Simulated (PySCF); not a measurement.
How methods differ on the ionisation energy of Dy⁶³⁺

Dy⁶³⁺ [He] 2s1 [2s1/2^1, M_J = 1/2] → Dy⁶⁴⁺ 1s2, as a difference of total energies. All numbers are calculated (PySCF 2.14, the two-component X2C-1e Hamiltonian, in an uncontracted even-tempered set (17 s from 47 bohr⁻², ratio 2.4; 13 p from 60 bohr⁻², ratio 2.4; 5 d from 190 bohr⁻², ratio 2.6; 4 f from 280 bohr⁻², ratio 2.6)). Correlated levels: nothing frozen; the 32 highest virtual spinors dropped. "Screened" scales the spin-orbit matrix elements by Boettger's factors to mimic the two-electron term; Breit and QED terms are absent.

| method | ionisation energy (eV) |
| --- | --- |
| GHF (screened spin-orbit) | 15245.5 |
| GMP2 (screened spin-orbit) | 15245.7 |

For this ion Breit and QED terms and the two-electron picture change, all absent here, outweigh the correlation shift from GHF to GMP2.

For comparison: 15228.06 ± 0.11 eV (theoretical estimate listed by NIST; NIST Atomic Spectra Database, ionization energies).
